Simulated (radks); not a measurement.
Values are calculated unless marked as measured or tabulated.
Spherical quantum dot in the effective-mass picture: electrons in a well V = -V0 / (1 + exp((r - R)/a)) with V0 = 22.9, R = 1.56, a = 0.08, all in effective atomic units (hartree* = m*/eps^2 hartree, bohr* = eps/m* bohr), one dielectric constant everywhere. Level of theory: non-relativistic Kohn-Sham, LDA (Slater exchange, Perdew-Wang correlation), spin-polarised, spherical densities (a radial shooting solver with Libxc functionals). Levels are named by radial order and angular momentum (1s, 1p, 1d, 2s, ...), and open shells are averaged over m.

N = 14, configuration 1s2 1p6 1d(up 5, down 1). This is the lowest configuration that the search found. Occupied and some empty levels:

| level | occupation | eigenvalue (hartree*) | <r> (bohr*) |
|---|---|---|---|
| 1s up | 1 | -9.5902 | 0.9540 |
| 1s down | 1 | -9.4460 | 0.9492 |
| 1p up | 3 | -8.1889 | 1.065 |
| 1p down | 3 | -8.0284 | 1.063 |
| 1d up | 5 | -6.1833 | 1.142 |
| 1d down | 1 | -6.0171 | 1.142 |
| 2s up | 0 | -4.2809 | 0.8369 |
| 2s down | 0 | -4.1902 | 0.8388 |
| 1f up | 0 | -3.6735 | 1.204 |
| 1f down | 0 | -3.5072 | 1.205 |
| 2p up | 0 | -1.1029 | 0.9654 |
| 2p down | 0 | -0.99651 | 0.9655 |

Energy (hartree*): total -183.089, kinetic 50.533, external -304.22, Hartree 82.088, exchange-correlation -11.487.

Electron density:

| r (bohr*) | n(r) (e/bohr*^3) |
|---|---|
| 0.157 | 0.3497 |
| 0.325 | 0.4936 |
| 0.493 | 0.7499 |
| 0.661 | 1.088 |
| 0.829 | 1.396 |
| 0.997 | 1.489 |
| 1.17 | 1.222 |
| 1.33 | 0.6802 |
| 1.50 | 0.2135 |
| 1.67 | 0.03734 |
| 1.84 | 0.005202 |
| 2.00 | 0.0007258 |
| 2.17 | 0.0001063 |
